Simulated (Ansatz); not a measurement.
Compare A (`CC(=S)O[SiH2]O`) with its isomer B (`O/C([SiH3])=C(\O)S`).

Program: Ansatz. Geometries: PBE0-D4/def2-TZVP. ΔE: electronic, gas phase. CCSD(T)/CBS is the MP2 limit (def2-TZVPP, def2-QZVPP) plus CCSD(T) − MP2 in def2-TZVPP, frozen cores. Functionals use def2-TZVPP. B3LYP here is the variant with VWN-RPA as its local correlation; programs differ in this. Each species was taken in one conformer, which may not be the lowest.

A:

```xyz
12

C    -0.675    0.847    1.173
C     0.000   -0.476    1.331
S     0.376   -1.142    2.759
O     0.285   -1.113    0.189
Si    0.141   -0.663   -1.407
O     1.078    0.627   -1.766
H    -0.063    1.511    0.553
H    -1.633    0.717    0.658
H    -0.850    1.307    2.140
H    -1.244   -0.245   -1.702
H     0.556   -1.880   -2.133
H     2.029    0.510   -1.795
```

B:

```xyz
12

O    -1.375    0.869    0.898
C    -0.328    0.198    0.295
Si    1.421    0.838    0.387
C    -0.668   -0.922   -0.362
O    -1.940   -1.357   -0.487
S     0.580   -1.968   -0.988
H    -1.055    1.692    1.275
H     1.283    2.135    1.120
H     1.999    1.111   -0.951
H     2.339   -0.029    1.167
H    -2.509   -0.700   -0.061
H     0.253   -1.866   -2.292
```

Task: Which is lower in electronic energy at CCSD(T)/CBS, and by how much? (Best estimate.)

Result: The calculation gave: A, by 304.5 kJ/mol.

Task: Give E(B) − E(A) in kJ/mol with r2SCAN-D4, CCSD(T)/def2-TZVPP, ωB97M-V, CCSD/def2-TZVPP, B3LYP-D4, B2PLYP, PBE-D4. (An estimate is asked.)

Result: The calculation gave: r2SCAN-D4 297.4, CCSD(T)/def2-TZVPP 304.3, ωB97M-V 299.0, CCSD/def2-TZVPP 308.1, B3LYP-D4 299.7, B2PLYP 310.6, PBE-D4 271.1. None reverses the order clearly.

Largest T1 diagnostic: 0.015.

From PBE to PBE0 (25 % exact exchange), in def2-TZVPP and without D4, E(B) − E(A) moves by +11.5 kJ/mol. In def2-TZVPP, CCSD(T) changes the Hartree–Fock value by −28.0 kJ/mol (the triples alone add −3.7 kJ/mol) and MP2 by −17.2 kJ/mol.
